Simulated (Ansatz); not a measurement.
Reaction (cleavage of the Ga–Sn bond): `[GaH2][SnH3]` + `[OH][SbH2]` → `[GaH2][O][SbH2]` + `[SnH4]`

Computed with Ansatz on PBE0-D4/def2-TZVP structures; ΔE is electronic, products minus reactants. CCSD(T)/CBS is the MP2 limit (def2-TZVPP, def2-QZVPP) plus CCSD(T) − MP2 in def2-TZVPP, frozen cores. Functionals use def2-TZVPP. B3LYP here is the variant with VWN-RPA as its local correlation; programs differ in this. Elements past krypton have def2 core potentials. For Ga, Sb, Sn outer-core shells are correlated without core-valence functions, which leaves a few kJ/mol of doubt a bond. Scalar relativity is left out up to krypton.

Task: Is it downhill or uphill in electronic energy at CCSD(T)/CBS, and by how much? (Best estimate.)

Result: Ansatz gave: Downhill: ΔE = -23.8 kJ/mol.

Task: What do these levels give: LDA (SPW92), r2SCAN0-D4, PBE, BLYP, r2SCAN, PBE0, B3LYP, BHLYP, CAM-B3LYP, LC-ωPBE, MP2/def2-SVP, CCSD/def2-TZVPP? (Estimate.)

Result: Ansatz gave: LDA (SPW92) -21.2, r2SCAN0-D4 -22.7, PBE -14.7, BLYP -22.6, r2SCAN -26.0, PBE0 -14.4, B3LYP -22.4, BHLYP -25.7, CAM-B3LYP -30.7, LC-ωPBE -26.8, MP2/def2-SVP -53.8, CCSD/def2-TZVPP -31.0 kJ/mol.

Largest T1 diagnostic among the species: 0.016.

The D4 term adds −4.2 kJ/mol with B3LYP and −2.1 kJ/mol with PBE0; it sums over pairs of atoms, weighted by their polarisabilities, and B3LYP, whose exchange is more repulsive, gets the larger term. Leaving LDA and LC-ωPBE aside and taking each functional with its dispersion term where it has one, the values, not all of them listed here, spread over 25.8 kJ/mol, from B97M-V to HSE06-D4. LDA lies −6.4 kJ/mol from PBE without D4. From BLYP to BHLYP (50 % exact exchange), in def2-TZVPP and without D4, ΔE moves by −3.1 kJ/mol.
